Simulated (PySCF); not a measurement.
p-xylene, C₈H₁₀.
Cartesian coordinates in Å at the PBE0-D3(BJ)/def2-TZVP level; atoms count from 1:
```
atom  x, y, z in Å
C1    -2.8700    0.3145   -0.3761
C2    -1.3945    0.1502   -0.1740
C3    -0.6914    0.9657    0.7049
C4     0.6777    0.8232    0.8741
C5     1.3935   -0.1407    0.1738
C6     2.8670   -0.3159    0.3816
C7     0.6889   -0.9558   -0.7079
C8    -0.6779   -0.8145   -0.8773
H9    -3.3888   -0.6454   -0.3160
H10   -3.0882    0.7386   -1.3606
H11   -3.3012    0.9793    0.3739
H12   -1.2232    1.7279    1.2657
H13    1.2002    1.4766    1.5659
H14    3.3482    0.6307    0.6350
H15    3.0679   -1.0138    1.2005
H16    3.3499   -0.7146   -0.5124
H17    1.2218   -1.7149   -1.2720
H18   -1.1999   -1.4650   -1.5723
```

Probes without a nucleus sit at each ring's centroid and 1 Å off its mean plane on both sides; NICS is minus the shielding there, NICSzz its component along the normal. Level: GIAO PBE0/pcSseg-2 (PySCF, non-relativistic, gas phase) on the PBE0-D3(BJ)/def2-TZVP geometry, one conformer.

Ring bond lengths (Å), with Mayer bond orders in brackets: C2–C3 1.390 (1.35), C3–C4 1.387 (1.47), C4–C5 1.390 (1.38), C5–C7 1.392 (1.35), C7–C8 1.384 (1.49), C8–C2 1.392 (1.39).

Task: Give the NICS values of each ring in ppm.

Result: 
| ring | type | NICS(0) | NICS(1), two faces | NICS(1)zz, two faces | rms pucker (Å) | centre to ring atoms, mean (Å) |
| --- | --- | --- | --- | --- | --- | --- |
| C2–C3–C4–C5–C7–C8 | 6-membered carbocycle; formal bonds all aromatic | -8.1 | -9.6 / -9.7 | -27.5 / -27.7 | 0.00 | 1.39 |

Task: What do they say, and how far can they be read as aromaticity?

Result: 
- C2–C3–C4–C5–C7–C8: mean NICS(1)zz -27.6 ppm, shielded. The ring is flat and has no four-coordinate atom; by the NICS criterion it is aromatic.

Task: How equal are the bonds by HOMA? HOMA = 1 − mean of α(R − Ropt)² over the ring bonds, with Krygowski's 1993 parameters (CC: Ropt 1.388 Å, α 257.7 Å⁻²).

Result: 
- C2–C3–C4–C5–C7–C8: HOMA 1.00 = 1 − EN − GEO, with mean bond length 1.389 Å, EN = α(Ropt − mean)² = 0.000 and GEO = α × variance = 0.002. The geometric and the magnetic index point the same way.

Task: What is the mean of the two in-plane components of NICS at the first NICS(1) probe listed for ring C2–C3–C4–C5–C7–C8, 1 Å off the ring?

Result: The isotropic value is a third of the trace: (3 × -9.6 − (-27.5))/2 = -0.6 ppm.

Task: Give the inner angles of the rings and the Hirshfeld charges of the ring atoms.

Result: 
- C2–C3–C4–C5–C7–C8: C2 117.7° (+0.002 e), C3 121.1° (-0.058 e), C4 121.2° (-0.058 e), C5 117.7° (+0.002 e), C7 121.2° (-0.058 e), C8 121.1° (-0.058 e); sum 720.0° against 720° for a flat convex ring.

Hardware: 2 threads, Intel Xeon at 2.50 GHz (x86_64), no GPU, shared host with 64 logical CPUs at a one-minute load of 58. Cost: 3.8 min wall, 6.5 min CPU (with the writing of density and orbital grids), 2.8 GiB resident at most. This is the whole shielding run at PBE0/pcSseg-2, SCF included.
